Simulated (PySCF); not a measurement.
**Se (selenium, neutral) across methods**

[Ar] 3d10 4s2 4p4, high-spin 3P determinant. Computed with PySCF 2.14 in aug-cc-pVTZ-PP with ECP10MDF, with a scalar-relativistic core potential.

```json
{"method": "PBE0", "E (hartree)": "-373.0947", "mean ε 4s β (eV)": "-17.649", "mean ε 4p α (eV)": "-8.404", "mean ε 4p β (eV)": "-6.842", "Σ⟨r²⟩ (bohr²)": "40.25", "⟨S²⟩": "2.004"}
{"method": "BLYP", "E (hartree)": "-373.0924", "mean ε 4s β (eV)": "-16.287", "mean ε 4p α (eV)": "-6.856", "mean ε 4p β (eV)": "-5.603", "Σ⟨r²⟩ (bohr²)": "40.78", "⟨S²⟩": "2.002"}
{"method": "PBE", "E (hartree)": "-373.1217", "mean ε 4s β (eV)": "-16.215", "mean ε 4p α (eV)": "-7.111", "mean ε 4p β (eV)": "-5.687", "Σ⟨r²⟩ (bohr²)": "40.56", "⟨S²⟩": "2.003"}
{"method": "UHF", "E (hartree)": "-371.86267", "mean ε 4s β (eV)": "-20.809", "mean ε 4p α (eV)": "-11.590", "mean ε 4p β (eV)": "-9.451", "Σ⟨r²⟩ (bohr²)": "40.39", "⟨S²⟩": "2.011"}
{"method": "M06-2X", "E (hartree)": "-373.2988", "mean ε 4s β (eV)": "-18.416", "mean ε 4p α (eV)": "-9.447", "mean ε 4p β (eV)": "-7.916", "Σ⟨r²⟩ (bohr²)": "40.57", "⟨S²⟩": "2.006"}
{"method": "r2SCAN", "E (hartree)": "-373.0046", "mean ε 4s β (eV)": "-16.367", "mean ε 4p α (eV)": "-7.526", "mean ε 4p β (eV)": "-5.972", "Σ⟨r²⟩ (bohr²)": "40.04", "⟨S²⟩": "2.006"}
{"method": "wB97M-V", "E (hartree)": "-372.9256", "mean ε 4s β (eV)": "-20.257", "mean ε 4p α (eV)": "-10.518", "mean ε 4p β (eV)": "-9.021", "Σ⟨r²⟩ (bohr²)": "40.50", "⟨S²⟩": "2.003"}
{"method": "BP86", "E (hartree)": "-373.2823", "mean ε 4s β (eV)": "-16.407", "mean ε 4p α (eV)": "-7.184", "mean ε 4p β (eV)": "-5.840", "Σ⟨r²⟩ (bohr²)": "40.46", "⟨S²⟩": "2.003"}
{"method": "LDA", "E (hartree)": "-372.5752", "mean ε 4s β (eV)": "-16.636", "mean ε 4p α (eV)": "-7.176", "mean ε 4p β (eV)": "-5.783", "Σ⟨r²⟩ (bohr²)": "40.52", "⟨S²⟩": "2.002"}
```

Energies and moments cover only the electrons outside the core potential.
